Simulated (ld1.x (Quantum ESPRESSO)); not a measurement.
antimony (Sb), RRKJ: configuration errors across variants

Sb, norm-conserving RRKJ (Kleinman–Bylander form), made with ld1.x (Quantum ESPRESSO) 7.5 (PBEsol, scalar-relativistic). Core [Kr], reference 4d10 5s2 5p3. Waves: 5p (bound): rc 1.85 bohr; 4d (bound): rc 1.65 bohr; 5s (bound): rc 1.75 bohr. Local part: the s channel. Core correction: a·sin(br)/r model core inside 1.50 bohr. rho0 = 0.001.

All-electron excitation energies from the reference (eV): (1) 4d10 5s2 5p2 8.344; (2) 4d10 5s2 5p1 24.356; (3) 4d10 5s2 5p0 48.800; (4) 4d10 5s2 5p2.5 3.273; (5) 4d9 5s2 5p3 40.683; (6) 4d10 5s1 5p0 93.133; (7) 4d10 5s2 5p3.3 -1.163.

4 further variants failed, have other tests or too few solved ones, and are left out.

A true bound ghost makes a file unfit for plane-wave use even where its test errors are small: the radial tests pick states by their node count and pass the ghost by.

Errors AE − PS in meV (a dash: test not solved or not reliable):

```tsv
change	(1)	(2)	(3)	(4)	(5)	(6)	(7)	bound ghosts
base	-0.8	-1.6	-8.8	-0.5	-212	-26	+0.4	none
all radii but the core radius scaled by about 0.92 (s 1.60, p 1.70, d 1.52 bohr)	-0.6	+0.6	-0.1	-0.4	-171	-16	+0.3	p
all radii but the core radius scaled by about 1.09 (s 1.90, p 2.02, d 1.80 bohr)	-1.1	-2.4	-8.7	-0.6	-141	-20	+0.3	none
all radii but the core radius scaled by about 1.41 (s 2.46, p 2.60, d 2.32 bohr)	+0.6	+9.4	+29	-0.3	+495	-25	+0.4	none
```

Question: Give the same row for: all radii but the core radius scaled by about 0.86 (s 1.50, p 1.58, d 1.42 bohr).

Answer: -0.7, +2.1, +13, -0.5, -111, +9.9, +0.3; bound ghosts: p.
